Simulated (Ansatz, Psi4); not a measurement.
Intermolecular potential of H3N ··· F- (SMILES N and [F-]) (charge -1). Monomers: optimised at B3LYP-D3(BJ) (def2-TZVP), held rigid. Orientation: lowest of the rigid-body minima from ten starts at GFN2-xTB. The monomers approach along the line of their centres of mass (distance R); nothing else relaxes.

- SAPT0/jun-cc-pVDZ, frozen core (Psi4)
- PBE0/def2-TZVPD, counterpoise-corrected (Psi4)
- PBE/def2-TZVPD, counterpoise-corrected (Psi4)
- wB97X-V/def2-TZVPD, counterpoise-corrected (Psi4)
- CCSD(T)/aug-cc-pVTZ = CCSD(T) on RHF/aug-cc-pVTZ, frozen core, counterpoise-corrected (Ansatz, a program for electronic structure)

Cost and agreement with CCSD(T)/aug-cc-pVTZ over the 12 points of the scan, with CCSD(T)/aug-cc-pVTZ as yardstick. Costs are rough ratios of core time within Psi4 on shared cores, each with its mean field (Kohn-Sham runs search longer for lower solutions than correlated ones do); the miss is the largest difference from CCSD(T) of the interaction energy, in kJ/mol.

Task: Which is the cheapest of these levels that stays within 4.8 kJ/mol of CCSD(T)/aug-cc-pVTZ?

Result: PBE/def2-TZVPD.

```csv
level,relative cost,largest difference
SAPT0/jun-cc-pVDZ,1,13.92
PBE0/def2-TZVPD,4,7.68
PBE/def2-TZVPD,4,1.53
wB97X-V/def2-TZVPD,30,1.83
```

Costs within a factor of two of each other count as equal.
